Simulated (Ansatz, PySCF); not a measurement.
Reaction (SMILES): [CH2]B(C)Cl → [CH2-]B(C)Cl (an electron is taken up)
Each molecule is optimised on its own at B3LYP-D3(BJ)/def2-TZVP (Ansatz, an electronic-structure program), one conformer each, not searched for the lowest.

Wanted: adiabatic electron affinity (electronic energy difference), positive where the reaction releases energy, in eV. Valence correlation only, unless marked. Open shells are spin-unrestricted. Spin-orbit coupling is left out. No relativistic terms. Anions need diffuse functions: aug- sets have them; def2-D sets add few; the other sets have none. Basis-set limits of correlation are two-point, X^-3; Hartree-Fock from the larger set. [CCSD(T)-MP2]/basis is that difference in the basis named.

| level | program | adiabatic electron affinity (eV) |
|---|---|---|
| HF-D4/def2-TZVPD | PySCF + dftd4 | ? |
| PBE-D4/def2-TZVPD | Ansatz + dftd4 | 2.05 |
| r2SCAN/def2-TZVPD | Ansatz | ? |
| B97M-V/def2-TZVPD | Ansatz | 1.92 |
| PBE0-D3(BJ)/def2-TZVPD | Ansatz + dftd3 | 1.89 |
| BHLYP-D3(BJ)/def2-TZVPD | Ansatz + dftd3 | ? |
| HSE06-D3(BJ)/def2-TZVPD | Ansatz + dftd3 | 1.89 |
| HSE06-D4/def2-TZVPD | Ansatz + dftd4 | 1.91 |
| B2PLYP-D3(BJ)/def2-TZVPD | Ansatz + dftd3 | 1.96 |
| B2PLYP-D4/def2-TZVPD | Ansatz + dftd4 | 1.99 |
| CCSD/6-31G | Ansatz | ? |
| RI-MP2/CBS(aug-cc-pV(T+d)Z,aug-cc-pV(Q+d)Z)+[CCSD(T)-MP2]/aug-cc-pV(T+d)Z | Ansatz | 2.13 |

Some entries are withheld; supply them.


- HF-D4/def2-TZVPD, adiabatic electron affinity (eV): 0.66
- r2SCAN/def2-TZVPD, adiabatic electron affinity (eV): 1.84
- BHLYP-D3(BJ)/def2-TZVPD, adiabatic electron affinity (eV): 1.70
- CCSD/6-31G, adiabatic electron affinity (eV): 1.27
